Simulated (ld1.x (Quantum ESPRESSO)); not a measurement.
# Plane-wave convergence, TM potential for Pb (Z = 82)

```
Element                 : lead
Generator               : ld1.x (Quantum ESPRESSO) 7.5
Type                    : norm-conserving Troullier–Martins (Kleinman–Bylander form)
Functional              : PBEsol
Relativity              : scalar-relativistic
Frozen core             : [Xe] 4f14 5d10
Valence charge          : 4
Reference configuration : 6s1.75 6p2.25
Partial waves           : 6s (bound): rc 1.95 bohr; 6d channel at 0.15 Ry: rc 2.10 bohr; 6p (bound): rc 2.54 bohr
Local potential         : the p channel
Core correction         : a·sin(br)/r model core, default radius (core density twice the valence density)
```

The pseudo-atom Hamiltonian at the reference potential is diagonalised in spherical Bessel functions j_l(qr) that vanish at 20 bohr, with q² up to the cutoff. All-electron valence levels (Ry): 6s -0.9103, 6p -0.2725.

How do the lowest levels (Ry) of each channel move with the cutoff, and are there ghosts?

```csv
cutoff (Ry),s #1,d #1,d #2,p #1,p #2,f #1,f #2,Σ f·Δε (mRy)
8,-0.8865,0.0414,0.1125,-0.2672,0.0242,0.1043,0.2246,53.6
12,-0.8998,0.0413,0.1120,-0.2718,0.0238,0.1043,0.2246,19.9
18,-0.9030,0.0411,0.1117,-0.2721,0.0237,0.1043,0.2246,13.7
25,-0.9082,0.0410,0.1116,-0.2724,0.0237,0.1043,0.2246,3.8
35,-0.9099,0.0409,0.1113,-0.2725,0.0237,0.1043,0.2246,0.7
45,-0.9101,0.0407,0.1108,-0.2725,0.0237,0.1043,0.2246,0.4
400,-0.9103,-1.6793,0.0476,-0.2725,0.0237,0.1043,0.2246,0.0
```

Result: ghost state, extra bound levels that the all-electron valence spectrum of the same l lacks: d at -22.8 eV (a true bound ghost makes a file unfit for plane-wave use); 10 mRy is reached at 21 Ry and 1 mRy at 35 Ry.

Its largest configuration-test error is -571 meV.
